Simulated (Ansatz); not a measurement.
Frontier orbitals of H₆O₂Si₂ (`O[SiH](O)[SiH3]`).

Total charge 0; spin multiplicity 1. The structure was optimised at the PBE0-D4/def2-TZVP level. It is one conformer, not always the lowest. Basis def2-TZVPP, Ansatz 0.2.0.

```csv
functional,HOMO (eV),LUMO (eV),gap (eV)
PBE,-6.69,-0.98,5.71
r2SCAN,-6.96,-0.63,6.33
B97M-V,-7.08,-0.91,6.17
PBE0,-7.91,-0.14,7.77
B3LYP,-7.72,-0.37,7.35
CAM-B3LYP,-9.24,0.82,10.06
ωB97M-V,-9.99,1.51,11.50
```

(1) What is the vertical ionisation energy at frozen-core CCSD(T)/CBS(def2)? (An estimate is asked.)

Answers

(1) The calculation gave: 10.37 eV (T1 of the cation 0.022).

From PBE to PBE0 the HOMO moves by −1.22 eV and the LUMO by +0.84 eV, and with ωB97M-V by −3.30 and +2.49 eV, so the gap grows from 5.71 to 11.50 eV with exact exchange. A positive LUMO is unbound and depends on the basis. −ε(HOMO) differs from that ionisation energy by −3.68 eV with PBE and −0.38 eV with ωB97M-V.

B3LYP here is the variant with VWN-RPA as its local correlation; programs differ in this.
